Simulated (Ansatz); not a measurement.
Reaction (redistribution): `F[CH2][GaH][F]` + `B[Se][SiH2]C` → `[CH3][GaH][CH2]F` + `B[Se][SiH2]F`

Computed with Ansatz on PBE0-D4/def2-TZVP structures; ΔE is electronic, products minus reactants. CCSD(T)/CBS adds triple-zeta CCSD(T) − MP2 to the extrapolated MP2 energy (def2 sets, frozen cores). For Ga, Se outer-core shells are correlated without core-valence functions, which leaves a few kJ/mol of doubt a bond. Scalar relativity is left out up to krypton. One conformer a species, not always the lowest.

| species | CCSD(T)/CBS(def2) energy (Eh) |
| --- | --- |
| `F[CH2][GaH][F]` | -2163.39923 |
| `B[Se][SiH2]C` | -2756.88603 |
| `[CH3][GaH][CH2]F` | -2103.42457 |
| `B[Se][SiH2]F` | -2816.86952 |

**Question.** Work out ΔE.

**Answer.** ΔE = (-2103.42457) + (-2816.86952) − (-2163.39923) − (-2756.88603) = -0.00883 Eh = -0.24 eV.

Largest T1 diagnostic among the species: 0.013.

From PBE to PBE0 (25 % exact exchange), in def2-TZVPP and without D4, ΔE moves by −0.04 eV.
